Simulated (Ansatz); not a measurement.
Start from `[CH3][Ga]([CH3])[F]` and change one atom or group to get `B[CH2][Ga]([CH3])[F]`.

Ansatz, PBE0-D4/def2-TZVP geometries, multiplicity 1. Each molecule was computed in one conformer, which needn't be the lowest.

Scalar relativity is left out up to krypton.

```tsv
property	`[CH3][Ga]([CH3])[F]`
size of the dipole moment (PBE/def2-TZVPP) / D	2.70
HOMO–LUMO gap (B3LYP/def2-TZVPP) / eV	6.89
HOMO energy (PBE/def2-TZVPP) / eV	-6.70
size of the dipole moment (B3LYP/def2-TZVPP) / D	2.82
HOMO energy (PBE0/def2-TZVPP) / eV	-8.01
HOMO–LUMO gap (PBE/def2-TZVPP) / eV	5.31
```

(1) Give the same properties after the change, and the shifts. (An estimate is asked.)

Answers

(1) The calculation gave: 
```json
{"property": "size of the dipole moment (PBE/def2-TZVPP) / D", "`B[CH2][Ga]([CH3])[F]`": "2.54", "shift": "-0.16"}
{"property": "HOMO–LUMO gap (B3LYP/def2-TZVPP) / eV", "`B[CH2][Ga]([CH3])[F]`": "5.99", "shift": "-0.90"}
{"property": "HOMO energy (PBE/def2-TZVPP) / eV", "`B[CH2][Ga]([CH3])[F]`": "-7.05", "shift": "-0.35"}
{"property": "size of the dipole moment (B3LYP/def2-TZVPP) / D", "`B[CH2][Ga]([CH3])[F]`": "2.60", "shift": "-0.22"}
{"property": "HOMO energy (PBE0/def2-TZVPP) / eV", "`B[CH2][Ga]([CH3])[F]`": "-8.25", "shift": "-0.24"}
{"property": "HOMO–LUMO gap (PBE/def2-TZVPP) / eV", "`B[CH2][Ga]([CH3])[F]`": "4.40", "shift": "-0.91"}
```

With PBE0 the HOMO falls by 0.24 eV and the LUMO falls by 1.21 eV, so the gap narrows by about 0.97 eV. PBE moves the HOMO by -0.35 eV and ωB97M-V by -0.19 eV. Dipoles are sizes alone; their direction can turn.

B3LYP here is the variant with VWN-RPA as its local correlation; programs differ in this.
